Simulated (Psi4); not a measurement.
Psi4 input (wB97X-D/6-311+G**):

```
memory 1500 MB

molecule {
0 1
C    -2.18694900    0.00139300   -0.09965900
C    -1.01554500    0.13472500    0.50215900
C     0.18687600   -0.72080900    0.19186800
C     1.35066900    0.07601700   -0.19353400
N     2.25909500    0.71584600   -0.48834400
H    -3.02917900    0.62672000    0.16475400
H    -2.34798900   -0.73536300   -0.87816000
H    -0.87406900    0.88651900    1.27090500
H    -0.03978100   -1.42309600   -0.61290200
H     0.46704700   -1.31365300    1.06880700
symmetry c1
no_reorient
no_com
}

set {
  basis 6-311+G**
  reference rks
  scf_type df
  df_basis_scf def2-universal-jkfit
  dft_radial_points 99
  dft_spherical_points 590
  e_convergence 1e-8
  d_convergence 1e-7
  maxiter 150
}

e = energy('wb97x-d')
print_out(f'\nFINAL {e:.10f} DIPOLE {variable("CURRENT DIPOLE")[0]:.6f} {variable("CURRENT DIPOLE")[1]:.6f} {variable("CURRENT DIPOLE")[2]:.6f}\n')
```

From the output:

```
     118A      2.913891   119A      2.949644   120A      2.990616
     121A      2.998096   122A      3.034082   123A      3.140602
     124A      3.168696   125A      3.214341   126A      3.380571
     127A      3.601399   128A      3.809706   129A      3.901371
     130A      3.977088   131A      4.062377   132A      4.117562
     133A      4.125863   134A      4.385123   135A      4.690649
     136A     23.837723   137A     23.940871   138A     24.381714
     139A     24.488690   140A     36.004922

    Final Occupation by Irrep:
              A
    DOCC [    18 ]
    NA   [    18 ]
    NB   [    18 ]

  @DF-RKS Final Energy:  -210.12316052290075

   => Energetics <=

    Nuclear Repulsion Energy =            140.3293090761374344
    One-Electron Energy =                -559.4254272213242984
    Two-Electron Energy =                 229.8325431134709902
    DFT Exchange-Correlation Energy =     -20.8564007521156363
    Empirical Dispersion Energy =          -0.0031847390691998
    VV10 Nonlocal Energy =                  0.0000000000000000
    Total Energy =                       -210.1231605229007471

Computation Completed

Properties will be evaluated at   0.000000,   0.000000,   0.000000 [a0]

Properties computed using the SCF density matrix

 Multipole Moments:

 ------------------------------------------------------------------------------------
     Multipole            Electronic (a.u.)      Nuclear  (a.u.)        Total (a.u.)
 ------------------------------------------------------------------------------------

 L = 1.  Multiply by 2.5417464519 to convert [e a0] to [Debye]
 Dipole X            :         -1.3054652           -0.0000000           -1.3054652
 Dipole Y            :         -0.8320826            0.0000094           -0.8320731
 Dipole Z            :          0.4172635           -0.0000000            0.4172635
 Magnitude           :                                                    1.6033384

 ------------------------------------------------------------------------------------

FINAL -210.1231605229 DIPOLE -1.305465 -0.832073 0.417264

*** Psi4 exiting successfully. Buy a developer a beer!
```

The geometry given is a B3LYP-D3(BJ)/def2-TZVP minimum.
